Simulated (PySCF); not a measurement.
**RbO: energy against distance**

Set-up: PySCF, scalar-relativistic core potentials, basis sets Rb def2-SVP with ECP28, O def2-SVP. Energies in eV from Rb + O in their ground configurations at the same level. State: ²Π (doublet), unpaired electrons π ↑.

```
R (Å)  B2PLYP  M06-2X
2.127  -1.552  -1.798
2.226  -1.916  -2.144
2.325  -2.115  -2.325
2.399  -2.187  -2.383
2.473  -2.211  -2.393
2.547  -2.198  -2.365
2.646  -2.140  -2.288
2.770  -2.024  -2.146
2.918  -1.848  -1.936
3.116  -1.587  -1.623
```

Question: Put a parabola through the three lowest points of the B2PLYP curve and estimate Re, k and ωe (reduced mass 13.46 u; 1 eV/Å² = 0.16022 mdyn/Å; ωe = 1302.8·√(k/μ) cm⁻¹).

Answer: Through R = 2.399, 2.473, 2.547 Å the second-order coefficient is 3.38 eV/Å², so Re ≈ 2.484 Å, k ≈ 1.08 mdyn/Å and ωe ≈ 369 cm⁻¹. A polynomial fit of higher order to the unrounded B2PLYP energies gives Re = 2.481 Å, k = 1.02 mdyn/Å, ωe = 359 cm⁻¹; anharmonicity and rounding make the difference.

The higher-order fit for each curve: B2PLYP: Re = 2.481 Å, ωe = 359 cm⁻¹, De = 2.21 eV; M06-2X: Re = 2.452 Å, ωe = 380 cm⁻¹, De = 2.39 eV.

Correlated steps freeze 1 core orbital. Spin–orbit coupling is left out. B2PLYP dipoles, levels and charges come from its SCF part alone. The state is the lowest determinant that a PBE0 search found; another state may lie lower at other levels.
